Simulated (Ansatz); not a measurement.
Born–Oppenheimer molecular dynamics of CH₉BOSi₂ (14 atoms, charge 0, multiplicity 1). It goes on from the last frame of an earlier run, with new velocities.

All numbers below come from UKS BLYP/STO-3G (Ansatz).

- ensemble: NVE (velocity Verlet)
- time step: 1 fs
- steps asked: 266
- starting velocities drawn for: 1000 K
- seed: 223876

First frame:

```xyz
14
Properties=species:S:1:pos:R:3
B -0.915 1.832 1.375
Si -1.398 0.486 -0.010
O -1.443 1.297 -1.634
Si 0.067 -1.378 0.090
C 1.817 -1.081 -0.661
H -0.882 3.035 1.497
H -0.678 1.356 2.402
H -2.758 0.262 0.185
H -0.498 1.624 -1.966
H -0.406 -2.556 -0.662
H 0.371 -1.764 1.451
H 2.342 -2.003 -0.650
H 2.529 -0.450 -0.019
H 1.703 -0.700 -1.689
```

**Question.** How far do the bonds stretch over the last three quarters of this one trajectory? (Pairs bonded in most of those frames.)

**Answer.** 
| bond | mean (Å) | spread (Å) | shortest | longest |
| --- | --- | --- | --- | --- |
| B1–Si2 | 1.990 | 0.093 | 1.80 | 2.12 |
| B1–H6 | 1.192 | 0.043 | 1.11 | 1.28 |
| B1–H7 | 1.191 | 0.047 | 1.10 | 1.30 |
| Si2–O3 | 1.775 | 0.081 | 1.63 | 1.93 |
| Si2–Si4 | 2.322 | 0.054 | 2.24 | 2.43 |
| Si2–H8 | 1.476 | 0.063 | 1.38 | 1.58 |
| O3–H9 | 1.046 | 0.016 | 1.01 | 1.08 |
| Si4–C5 | 1.907 | 0.025 | 1.86 | 1.95 |
| Si4–H10 | 1.463 | 0.032 | 1.41 | 1.52 |
| Si4–H11 | 1.464 | 0.033 | 1.41 | 1.52 |
| C5–H12 | 1.115 | 0.042 | 1.03 | 1.20 |
| C5–H13 | 1.118 | 0.062 | 1.02 | 1.23 |
| C5–H14 | 1.113 | 0.039 | 1.04 | 1.19 |

Mean temperature of the second half: 816 K. The conserved energy stayed within 2.1 meV per atom of its start (net change -0.28 meV per atom), so there is no drift, though single steps change it by up to 26 meV in the whole system, a sign of fast motions only just resolved. A run of 0.27 ps of so small a system gives no equilibrium averages. Limits of this set-up: minimal basis.

Time of the run: 10 min on 2 threads of Arm Neoverse V1, on a shared host, peak memory 0.13 GiB.
